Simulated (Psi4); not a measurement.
C$_{2}$H$_{6}$AlF (SMILES [CH3][Al]([CH3])[F]), singlet, at a GFN2-xTB geometry (such geometries of metal compounds can be far from the true shape). Base run: CCSD(T)/cc-pVDZ run with Psi4 1.11.

The Psi4 input:
```
memory 2 GB

molecule mol {
0 1
Al   -0.018122    0.013841   -0.018150
C     1.808266   -0.200631   -0.776433
H     2.235444   -1.187839   -0.587723
H     2.517574    0.524854   -0.369295
H     1.788200   -0.049842   -1.860537
C    -0.745277   -0.556671    1.742736
H    -1.426969   -1.406597    1.640447
H    -1.330043    0.248003    2.199605
H     0.027221   -0.849799    2.455767
F    -1.105974    0.787233   -1.004459
}

set {
  basis cc-pvdz
  reference rhf
  freeze_core true
}

energy('ccsd(t)')
print_variables()
```

Each row names what was changed in the base input (with any setting that the change needs).

```
change                ΔE vs base (kcal/mol)  MP2 correlation (Eh)  basis functions  core-seconds (rough)
--------------------  ---------------------  --------------------  ---------------  --------------------
base                                  0.000              -0.54532               90                    80
method = mp2                          34.42              -0.54518               90                     7
method = dlpno-mp2                    34.43              -0.54515               90                     6
method = mp4                          0.059              -0.54532               90                    30
method = fno-ccsd(t)                  0.000              -0.54532               90                    50
method = qcisd(t)                    -0.282              -0.54532               90                    40
method = mp3                          13.71              -0.54518               90                     8
method = ccsd                          8.25              -0.54532               90                    50
```
